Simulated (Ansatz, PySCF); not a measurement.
Noncovalent pair: HF (SMILES F) (first 2 atoms) with CH2O2 (SMILES O=CO); geometry from B3LYP-D3(BJ)/def2-TZVP, rigid monomers moved along the line of their centres of mass till H2···O3 is 2.93 Å.
(charge 0, multiplicity 1):
```xyz
7

F      0.39017     0.00140     0.46205
H     -0.15532    -0.47250     1.09499
O     -0.86843    -0.75219     3.91900
C     -0.28708    -0.00262     4.67651
O      0.61344     0.89863     4.32842
H     -0.45787    -0.00032     5.75723
H      0.74115     0.86893     3.35367
```

Counterpoise-corrected where a basis set is named; no monomer relaxation.

Cores are frozen in the correlated methods. CBS(a, b) extrapolates the correlation energy as X⁻³ and adds the Hartree–Fock energy of set b.

Codes used: Ansatz (an electronic-structure program) with Gaussian orbitals; PySCF for the dispersion terms. Each number belongs to the level named beside it.

PBE/def2-TZVPPD gives -14.3 kJ/mol for the interaction energy.

Question: Predict the shift from PBE, with its sign, for: PBE-D3(BJ)/def2-TZVPPD, r2SCAN/def2-TZVPPD, PBE0/def2-TZVPPD, wB97M-V/def2-TZVPPD, MP2/CBS(aug-cc-pVDZ, aug-cc-pVTZ), MP2/CBS(aug-cc-pVDZ, aug-cc-pVTZ) + ΔCCSD(T)/aug-cc-pVDZ.

Answer: PBE-D3(BJ)/def2-TZVPPD -1.4; r2SCAN/def2-TZVPPD -0.5; PBE0/def2-TZVPPD 0.3; wB97M-V/def2-TZVPPD -0.4; MP2/CBS(aug-cc-pVDZ, aug-cc-pVTZ) 0.1; MP2/CBS(aug-cc-pVDZ, aug-cc-pVTZ) + ΔCCSD(T)/aug-cc-pVDZ -0.1 kJ/mol. 2 of 6 lie above PBE; the widest gap is to PBE-D3(BJ)/def2-TZVPPD.
